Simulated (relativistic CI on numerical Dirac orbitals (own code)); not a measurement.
**Ligand-field terms of d2**

Computed with a parametric ligand-field model of a d^n configuration (Racah B and C, spin-orbit zeta, crystal field), exact diagonalisation.

Field parameters in Wybourne normalisation: Oh B⁴₀ = 21Dq, B⁴₄ = √(5/14) B⁴₀. The field is a parameter set, without covalency.

B = 870 cm⁻¹, C = 3410 cm⁻¹ (C/B = 3.92), Oh, no spin-orbit coupling. Tanabe-Sugano data, E/B above the lowest term (Δ = |10Dq|; b, c mark the second and third term of a kind):

| Δ/B | 3T1 | 3T2 | 3A2 | 1T2 | 1E | 1A1 |
| --- | --- | --- | --- | --- | --- | --- |
| 1.0 | 0.00 | 0.81 | 1.81 | 13.19 | 13.65 | 20.82 |
| 3.0 | 0.00 | 2.49 | 5.49 | 13.72 | 14.55 | 22.62 |
| 5.0 | 0.00 | 4.22 | 9.22 | 14.06 | 14.88 | 24.21 |
| 7.0 | 0.00 | 6.00 | 13.00 | 14.26 | 14.97 | 25.59 |
| 9.0 | 0.00 | 7.82 | 16.82 | 14.36 | 14.98 | 26.75 |
| 11.0 | 0.00 | 9.66 | 20.66 | 14.42 | 14.94 | 27.72 |
| 13.0 | 0.00 | 11.53 | 24.53 | 14.44 | 14.90 | 28.53 |
| 15.0 | 0.00 | 13.42 | 28.42 | 14.45 | 14.85 | 29.21 |
| 17.0 | 0.00 | 15.32 | 32.32 | 14.44 | 14.80 | 29.77 |
| 19.0 | 0.00 | 17.23 | 36.23 | 14.43 | 14.75 | 30.25 |
| 21.0 | 0.00 | 19.16 | 40.16 | 14.41 | 14.70 | 30.65 |
| 23.0 | 0.00 | 21.09 | 44.09 | 14.39 | 14.66 | 30.99 |
| 25.0 | 0.00 | 23.03 | 48.03 | 14.38 | 14.62 | 31.28 |
| 27.0 | 0.00 | 24.97 | 51.97 | 14.36 | 14.59 | 31.54 |
| 29.0 | 0.00 | 26.92 | 55.92 | 14.34 | 14.55 | 31.76 |
| 31.0 | 0.00 | 28.88 | 59.88 | 14.32 | 14.52 | 31.95 |
| 33.0 | 0.00 | 30.84 | 63.84 | 14.31 | 14.50 | 32.12 |
| 35.0 | 0.00 | 32.80 | 67.80 | 14.29 | 14.47 | 32.27 |
| 37.0 | 0.00 | 34.77 | 71.77 | 14.28 | 14.44 | 32.41 |
| 39.0 | 0.00 | 36.74 | 75.74 | 14.26 | 14.42 | 32.53 |
| 41.0 | 0.00 | 38.71 | 79.71 | 14.25 | 14.40 | 32.64 |
| 43.0 | 0.00 | 40.68 | 83.68 | 14.24 | 14.38 | 32.74 |
| 45.0 | 0.00 | 42.66 | 87.66 | 14.23 | 14.36 | 32.83 |
| 47.0 | 0.00 | 44.64 | 91.64 | 14.22 | 14.35 | 32.91 |

The ground term stays 3T1.
